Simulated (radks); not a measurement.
The numbers below are computed, except where a source is named.
The mean radii <r> (bohr) of the occupied orbitals of an atom or ion are listed with their occupations. Level of theory: Dirac Kohn-Sham, PBE, spin-unpolarised, spherical densities, finite nucleus; Fermi nuclear charge, rms radius of each element as measured or else 0.836 A^(1/3) + 0.57 fm (a radial shooting solver on a logarithmic mesh with Libxc functionals).

orbital  occ.      <r>
1s1/2       2  0.01687
2s1/2       2  0.07047
2p1/2       2  0.05798
2p3/2       4  0.06653
3s1/2       2   0.1833
3p1/2       2   0.1736
3p3/2       4   0.1893
3d3/2       4   0.1648
3d5/2       6   0.1696
4s1/2       2   0.4069
4p1/2       2   0.4093
4p3/2       4   0.4433
4d3/2       4   0.4517
4d5/2       6   0.4628
5s1/2       1   0.9226
4f5/2       6   0.4936
4f7/2       8   0.5005
5p1/2       2   0.9949
5p3/2       4    1.090
5d3/2       4    1.462
5d5/2       6    1.520
6s1/2       1    2.548

Name the element and its charge. Open shells, if any, fill j = l - 1/2 first.

Answer. Z = 79, gold, charge +1: Au+ in [Kr] 4d10 4f14 5s1 5p6 5d10 6s1. The 1s radius gives Z: for a bare nucleus <r> = (2 gamma + 1)/(2Z) with gamma = sqrt(1 - (Z/c)^2), 0.01667 bohr for Z = 79, and screening makes it slightly larger (0.01687 here). The occupations add up to 78, and the charge is Z minus that.
